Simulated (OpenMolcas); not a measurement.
## Mo³⁺: effect of the level shift or regulariser

```yaml
Program: OpenMolcas 26.06
Basis: ANO-RCC-VQZP [8s7p5d3f2g1h]
Scalar_Hamiltonian: DKH2, point nucleus
Active_space: 3 electrons in 5 orbitals (4d)
State_averaging: 2S+1 = 4 even, 10 roots; 2S+1 = 2 even, 40 roots
Spin-orbit_coupling: state interaction with AMFI integrals over the reference wave functions, term energies averaged over their components
```

Methods on the same reference wave functions:
A. CASSCF
B. MS-CASPT2, IPEA 0.25 Eh, imaginary shift 0.1 Eh (closed shells correlated: 4s 4p)
C. MS-CASPT2, IPEA 0.25 Eh, real shift 0.2 Eh (closed shells correlated: 4s 4p)

Energies in cm-1 above 4d3 4F 3/2, the measured ground level; measured values from Sugar and Musgrove, J. Phys. Chem. Ref. Data 17, 155 (1988).

| Level | A | B | C | Measured |
| --- | --- | --- | --- | --- |
| 4d3 4F 3/2 | 0.0 | 0.0 | 0.0 | 0.0 |
| 4d3 4F 5/2 | 735 | 756 | 755 | 778 |
| 4d3 4F 7/2 | 1683 | 1709 | 1708 | 1760 |
| 4d3 4F 9/2 | 2786 | 2790 | 2790 | 2865 |
| 4d3 4P 1/2 | 13220 | 10850 | 10870 | 10338 |
| 4d3 4P 3/2 | 13321 | 10790 | 10840 | 10331 |
| 4d3 2G 7/2 | 14372 | 11680 | 11710 | 11580 |
| 4d3 4P 5/2 | 14381 | 12100 | 12100 | 11612 |
| 4d3 2G 9/2 | 15091 | 12430 | 12450 | 12311 |
| 4d3 2P 1/2 | 18687 | 14440 | 14670 | 14348 |
| 4d3 2H 9/2 | 19021 | 16340 | 16320 | 15995 |
| 4d3 2H 11/2 | 19418 | 16740 | 16710 | 16357 |
| 4d3 2D 5/2(1) | 21206 | 17210 | 17260 | 16809 |
| 4d3 2D 3/2(1) [57 %] | 21431 | 17290 | 17420 | 17107 |
| 4d3 2F 7/2 | 31065 | 25420 | 25470 | 24787 |
| 4d3 2F 5/2 | 31410 | 25750 | 25800 | 25100 |
| 4d3 2D 5/2(2) | 48291 | 40160 | 40210 | 38922 |
| 4d3 2D 3/2(2) | 48686 | 40590 | 40630 | 39231 |

Deviations, from unrounded energies. A percentage is the sum of absolute deviations over the sum of measured energies, with the sign that they share, or ± where signs differ.

```
                        Against measurement  Levels      A     B     C
             mean absolute deviation (cm-1)      17   3800   420   460
      fine structure of the ground term (%)       3   -3.7  -2.7  -2.8
other terms of the ground configuration (%)      14  +24.5  +2.6  +2.9
```

B lies closest to measurement on these levels and A furthest from it. The largest miss of B in the table is 4d3 2D 3/2(2), by +1400 cm-1. The ranking rests on the paired levels alone, and a cruder setting can come out closer through cancelling errors.

Between B and C the level of the table that moves most is 4d3 2P 1/2, by 240 cm-1 (lowest in B, highest in C). Moves below CASPT2's spread within the term are not significant.

The mean deviations of B to C differ by less than CASPT2's widest spread within a term (790 cm-1), so their order carries little weight.

From A to B the spin-free energies of the other terms of 4d3 shown, above 4F, scale by factors of 0.75 to 0.84, as is usual when dynamic correlation screens the repulsion within a d or f shell.

The lowest spin-free term lies below A's lowest term by 0.329 hartree in B, 0.329 hartree in C.

CASPT2 does not keep the components of a term degenerate, so their means are used; among the terms shown or strongly mixed into the levels shown the widest spread is 790 cm-1 (4d3 4F, B). Without dynamic correlation excited terms often stand tens of per cent too high (terms of higher spin than the ground term too low), and those without a measured partner can miss by more than the paired ones (holds for A). The CASPT2 spread within a term exceeds the gap to the next term for 4d3 2H and 4d3 2D(1), so the order of their levels is uncertain (holds for B). Measured partners are found by configuration, term and J. A level has none where our copy of the source lacks it or the pairing is in doubt (some pairs that miss far off the trend of their configuration count as doubtful), and it then counts in no deviation. Only configurations of the active space appear. The table leaves out levels that lie high or whose names do not pair safely across all columns.

A share in square brackets marks a mixed level and gives the weight of the term that names it, the lowest over the columns. A number in round brackets counts repeated terms of one configuration in the order of the reference energies.
